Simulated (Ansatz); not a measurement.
`O[SiH2][GeH3]` → `[OH][GeH3]` + `[SiH2]` at 400 K and 1 bar (silylene formation by 1,1-elimination).

Computed with Ansatz on PBE0-D4/def2-TZVP structures; ΔE is electronic, products minus reactants. CBS: MP2 limit from def2 TZ/QZ plus the TZ coupled-cluster correction, frozen cores. This one scheme is used for every species. For Ge outer-core shells are correlated without core-valence functions, which leaves a few kJ/mol of doubt a bond. Scalar relativity is left out up to krypton. Each species was taken in one conformer, which may not be the lowest.

```csv
species,CCSD(T)/CBS energy (Eh),H − E (kJ/mol),S (J/(mol·K))
`O[SiH2][GeH3]`,-2444.00682,172.7,366.2
`[OH][GeH3]`,-2153.69723,116.2,291.7
`[SiH2]`,-290.19011,44.2,218.1
```

H − E and S are ideal-gas, rigid-rotor, harmonic terms from PBE0-D4/def2-TZVP, for one conformer and one mirror image of each species. 1 Eh = 2625.50 kJ/mol, R = 8.31446 J/(mol·K).

By hand: ΔE, ΔH, ΔS and ΔG.

ΔE = (-2153.69723) + (-290.19011) − (-2444.00682) = 0.11948 Eh = 313.7 kJ/mol. Δ(H − E) = 116.2 + 44.2 − 172.7 = -12.3, so ΔH = 301.4 kJ/mol. ΔS = 291.7 + 218.1 − 366.2 = 143.6 J/(mol·K). ΔG = 301.4 − 400 × (143.6)/1000 = 244.0 kJ/mol.

By hand: the equilibrium constant, and the temperature at which ΔG would vanish if ΔH and ΔS stayed fixed.

log₁₀ K = −ΔG/(RT ln 10) = -31.9. ΔG = 0 at ΔH/ΔS = 2099 K.

The number of gas molecules changes by +1, which sets the sign of ΔS. A doubt of 5 kJ/mol in ΔE shifts log₁₀ K by 0.7 here. Other conformers and mirror images would add mixing entropy, several J/(mol·K) or more a flexible species. These are equilibria of isolated gas molecules and say nothing of rates. Largest T1 diagnostic: 0.014 (customary marks: 0.02 for closed shells, 0.045 for open ones).
